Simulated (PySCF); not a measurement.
Species: 4-methylpyridine, C₆H₇N.
Atom-mapped SMILES: `[CH3:1][c:2]1[cH:3][cH:4][n:5][cH:6][cH:7]1` (hydrogens: H8, H9, H10 on C1; H11 on C3; H12 on C4; H13 on C6; H14 on C7)

The same species was optimised twice, with GFN2-xTB and with PBE0-D3(BJ)/def2-SVP (PySCF), and the same property calculations (PySCF, gas phase) were run on both structures.

```json
{"coordinate": "C3–C4 (Å)", "GFN2-xTB": "1.385", "PBE0-D3(BJ)/def2-SVP": "1.394", "change": "+0.009"}
{"coordinate": "C6–C7 (Å)", "GFN2-xTB": "1.385", "PBE0-D3(BJ)/def2-SVP": "1.394", "change": "+0.009"}
{"coordinate": "C4–N5 (Å)", "GFN2-xTB": "1.322", "PBE0-D3(BJ)/def2-SVP": "1.330", "change": "+0.008"}
{"coordinate": "N5–C6 (Å)", "GFN2-xTB": "1.322", "PBE0-D3(BJ)/def2-SVP": "1.330", "change": "+0.008"}
{"coordinate": "C2–C7 (Å)", "GFN2-xTB": "1.391", "PBE0-D3(BJ)/def2-SVP": "1.398", "change": "+0.007"}
{"coordinate": "C2–C3 (Å)", "GFN2-xTB": "1.391", "PBE0-D3(BJ)/def2-SVP": "1.398", "change": "+0.007"}
{"coordinate": "C1–C2 (Å)", "GFN2-xTB": "1.496", "PBE0-D3(BJ)/def2-SVP": "1.499", "change": "+0.003"}
{"coordinate": "C3–C2–C7 (°)", "GFN2-xTB": "117.3", "PBE0-D3(BJ)/def2-SVP": "116.6", "change": "-0.7"}
{"coordinate": "C4–N5–C6 (°)", "GFN2-xTB": "117.6", "PBE0-D3(BJ)/def2-SVP": "117.1", "change": "-0.5"}
{"coordinate": "C2–C7–C6 (°)", "GFN2-xTB": "119.0", "PBE0-D3(BJ)/def2-SVP": "119.5", "change": "+0.5"}
{"coordinate": "C2–C3–C4 (°)", "GFN2-xTB": "119.0", "PBE0-D3(BJ)/def2-SVP": "119.4", "change": "+0.4"}
{"coordinate": "C1–C2–C7 (°)", "GFN2-xTB": "121.3", "PBE0-D3(BJ)/def2-SVP": "121.7", "change": "+0.4"}
{"coordinate": "C1–C2–C3 (°)", "GFN2-xTB": "121.4", "PBE0-D3(BJ)/def2-SVP": "121.7", "change": "+0.3"}
{"coordinate": "C3–C4–N5 (°)", "GFN2-xTB": "123.5", "PBE0-D3(BJ)/def2-SVP": "123.8", "change": "+0.3"}
{"coordinate": "N5–C6–C7 (°)", "GFN2-xTB": "123.5", "PBE0-D3(BJ)/def2-SVP": "123.7", "change": "+0.2"}
```

Rotational constants: A = 5925, B = 2572, C = 1814 MHz (GFN2-xTB) against A = 5874, B = 2533, C = 1790 MHz (PBE0-D3(BJ)/def2-SVP). Point groups within 0.08 Å: Cs and Cs.

On the GFN2-xTB structure: HOMO (eV) -7.27 [PBE0/pcSseg-1]; LUMO (eV) -0.59 [PBE0/pcSseg-1]; dipole (D) 2.75 [PBE0/pcSseg-1]; GIAO shielding of C1 (ppm) 163.1 [PBE0/pcSseg-1]; GIAO shielding of C2 (ppm) 34.7 [PBE0/pcSseg-1]; GIAO shielding of C3/C7 (mean) (ppm) 58.0 [PBE0/pcSseg-1]; GIAO shielding of C4/C6 (mean) (ppm) 31.1 [PBE0/pcSseg-1]; GIAO shielding of N5 (ppm) -84.9 [PBE0/pcSseg-1].

Question: What do these properties become on the PBE0-D3(BJ)/def2-SVP structure?

Answer: 
```csv
property,level,on GFN2-xTB,on PBE0-D3(BJ)/def2-SVP,change
HOMO (eV),PBE0/pcSseg-1,-7.27,-7.33,-0.06
LUMO (eV),PBE0/pcSseg-1,-0.59,-0.68,-0.09
dipole (D),PBE0/pcSseg-1,2.75,2.79,+0.04
"energy, GFN2-xTB geometry as zero (kcal/mol)",PBE0/pcSseg-1,0.0,-0.3,-0.3
GIAO shielding of C1 (ppm),PBE0/pcSseg-1,163.1,161.5,-1.6
GIAO shielding of C2 (ppm),PBE0/pcSseg-1,34.7,33.3,-1.4
GIAO shielding of C3/C7 (mean) (ppm),PBE0/pcSseg-1,58.0,55.3,-2.7
GIAO shielding of C4/C6 (mean) (ppm),PBE0/pcSseg-1,31.1,28.6,-2.5
GIAO shielding of N5 (ppm),PBE0/pcSseg-1,-84.9,-89.1,-4.2
```

The heavy atoms differ by 0.012 Å rms after alignment. Among bonds between heavy atoms C3–C4, C4–N5, N5–C6 and C6–C7 change most and about equally (+0.008 to +0.009 Å). Changes are differences of the printed values. Neither structure is proved a minimum here.
